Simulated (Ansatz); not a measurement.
Consider the hydrogenolysis of a C–Si bond: `C=C(Cl)[SiH2][SiH3]` + H₂ → `C=CCl` + `[SiH3][SiH3]`.

Gas-phase electronic energies from Ansatz, PBE0-D4/def2-TZVP geometries. CCSD(T)/CBS adds triple-zeta CCSD(T) − MP2 to the extrapolated MP2 energy (def2 sets, frozen cores). This one scheme is used for every species. DFT in def2-TZVPP. One conformer a species, not always the lowest.

```
             level  ΔE (eV)
            PBE-D4    -0.15
SCS-MP2/def2-TZVPP    -0.19
```

Q: What does CCSD(T)/CBS give? (Estimate.)

A: Computed: -0.16 eV. The listed levels differ from it by 0.01, -0.03 eV.

Largest T1 diagnostic among the species: 0.013.

From PBE to PBE0 (25 % exact exchange), in def2-TZVPP and without D4, ΔE moves by −0.04 eV. In def2-TZVPP, CCSD(T) changes the Hartree–Fock value by +0.29 eV (the triples alone add +0.07 eV) and MP2 by +0.39 eV.
